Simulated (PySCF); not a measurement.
Compound: C5H3O3 (doublet state).
Bonds: O1–C2 (double), C2–O3, C2–C4, C4–C5 (aromatic), C5–O6 (aromatic), O6–C7 (aromatic), C7–C8 (aromatic), C4–C8 (aromatic). Hydrogens: H9 on O3; H10 on C7; H11 on C8.

A GFN2-xTB structure was refined with PySCF, PBE0-D3(BJ)/def2-SVP geometry optimisation, gas phase. Its GFN2-xTB values:

```
coordinate  GFN2-xTB
     O1=C2   1.203 Å
     C2–O3   1.344 Å
     C2–C4   1.462 Å
     O3–H9   0.970 Å
     C4–C5   1.363 Å
     C4–C8   1.439 Å
     C5–O6   1.306 Å
     O6–C7   1.359 Å
     C7–C8   1.358 Å
    C7–H10   1.071 Å
    C8–H11   1.070 Å
  O1–C2–O3    122.5°
  O1–C2–C4    125.6°
  C2–C4–C5    128.7°
  C2–C4–C8    128.2°
  O3–C2–C4    111.9°
  C4–C5–O6    113.8°
  C5–C4–C8    103.1°
  O6–C7–C8    110.0°
```

How do these coordinates change at the PBE0-D3(BJ)/def2-SVP level?

| coordinate | PBE0-D3(BJ)/def2-SVP (Å or °) | change |
| --- | --- | --- |
| C8–H11 | 1.088 | +0.018 |
| O6–C7 | 1.375 | +0.016 |
| C7–H10 | 1.086 | +0.015 |
| C2–C4 | 1.467 | +0.005 |
| C4–C8 | 1.443 | +0.004 |
| C4–C5 | 1.366 | +0.003 |
| C2–O3 | 1.342 | -0.002 |
| C5–O6 | 1.308 | +0.002 |
| O3–H9 | 0.969 | -0.001 |
| O1=C2 | 1.204 | +0.001 |
| C7–C8 | 1.358 | 0.000 |
| C2–C4–C5 | 126.6 | -2.1 |
| C2–C4–C8 | 129.9 | +1.7 |
| O1–C2–O3 | 123.1 | +0.6 |
| C5–C4–C8 | 103.5 | +0.4 |
| O1–C2–C4 | 125.2 | -0.4 |
| O6–C7–C8 | 109.7 | -0.3 |
| C4–C5–O6 | 113.5 | -0.3 |
| O3–C2–C4 | 111.7 | -0.2 |

The energy falls by 3.2 kJ/mol over 8 energy and gradient evaluations, the largest force component goes from 0.0119 to 1.5e-04 Eh/bohr, and the atoms move by 0.038 Å rms after alignment. The bond that changes most is C8–H11 (ends: carbon bonded to 2 C and H; hydrogen on carbon), which lengthens by 0.018 Å. Bonds longer at the end by more than 0.005 Å: 4 of 11; shorter: 0. Rotational constants go from 5686, 1547, 1216 to 5630, 1546, 1213 MHz.

The run used 127 basis functions and 61 SCF cycles in all. The run took 51 s wall on an x86-64 server with one thread (shared host).

PBE0-D3(BJ)/def2-SVP frequencies: not computed here. ⟨S²⟩ = 0.766 (exact for a doublet: 0.75).

Shape of the structure used: `[O:1]=[C:2]([OH:3])[c:4]1[c:5][o:6][cH:7][cH:8]1`: O1–C2–C4–C5 0°, H–O3–C2–O1 0°.

One conformer stands for the species.
